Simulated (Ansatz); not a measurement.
# Cost against result

The pair of HBr (SMILES Br, atoms 1–2) and SiH₄ (SMILES [SiH4], atoms 3–7), both closed shells, in one local arrangement (a lower one may exist), relaxed at PBE0-D4/def2-TZVP:

```xyz
7
angstrom
Br -0.0513 -0.4988 -2.8233
H -0.6677 0.7618 -2.6002
Si 0.1456 -0.0565 1.0821
H 1.5377 -0.1183 0.5727
H 0.1653 0.2062 2.5444
H -0.5475 -1.3417 0.8201
H -0.5820 1.0475 0.4042
```

Interaction energies are counterpoise-corrected; the time is that of the whole pair.

Computed with Ansatz 0.2.0 (basis: as named in each row); correlated methods freeze the cores. Filled d shells of the heavier atoms are correlated. The def2 sets are not built for correlating such inner shells, so the correlated values are less sure here. B3LYP uses VWN-RPA correlation. Extrapolation: Hartree–Fock as exp(−7.88 √X), correlation as X^−2.97.

Times are rough, for one single point on 2 threads of a shared host (Arm Neoverse V1).

The estimate by CCSD(T) at an estimated basis limit (MP2 extrapolated from triple and quadruple zeta, plus CCSD(T) − MP2 in triple zeta) is -1.01 kcal/mol.

| method | basis | time (s) | interaction energy (kcal/mol) | method less estimate |
| --- | --- | --- | --- | --- |
| HF | STO-3G | under 1 | 0.55 | 1.56 |
| PBE-D4 | STO-3G | under 1 | -0.48 | 0.52 |
| SPW92 | def2-SVP | under 1 | -1.64 | -0.63 |
| PBE-D4 | def2-SVP | under 1 | -1.11 | -0.10 |
| B3LYP-D4 | 6-31G | under 1 | -0.55 | 0.46 |
| PBE0-D4 | def2-SVP | under 1 | -1.10 | -0.10 |
| CCSD(T) | def2-SVP | 2 | -0.12 | 0.88 |
| PBE-D4 | def2-TZVPPD | 2 | -1.11 | -0.10 |
| revPBE-D4 | def2-TZVPPD | 2 | -0.57 | 0.44 |
| BLYP-D4 | def2-TZVPPD | 2 | -0.62 | 0.38 |
| PBE0-D4 | def2-TZVPPD | 3 | -1.03 | -0.02 |
| B3LYP-D4 | def2-TZVPPD | 3 | -0.83 | 0.18 |
| HSE06-D4 | def2-TZVPPD | 4 | -1.04 | -0.03 |
| r2SCAN-D4 | def2-TZVPPD | 4 | -0.87 | 0.14 |
| wB97M-V | def2-SVP | 4 | -1.07 | -0.06 |
| B2PLYP | def2-TZVPPD | 6 | -0.09 | 0.92 |
| wB97X-V | def2-TZVPPD | 8 | -1.01 | 0.00 |
| B97M-V | def2-TZVPPD | 10 | -1.03 | -0.03 |
| wB97M-V | def2-TZVPPD | 10 | -1.00 | 0.01 |
| MP2 | def2-QZVPPD | 15 | -0.99 | 0.02 |
| CCSD(T) | def2-TZVPPD | 57 | -0.71 | 0.30 |

The T1 diagnostic stays at or below 0.011.
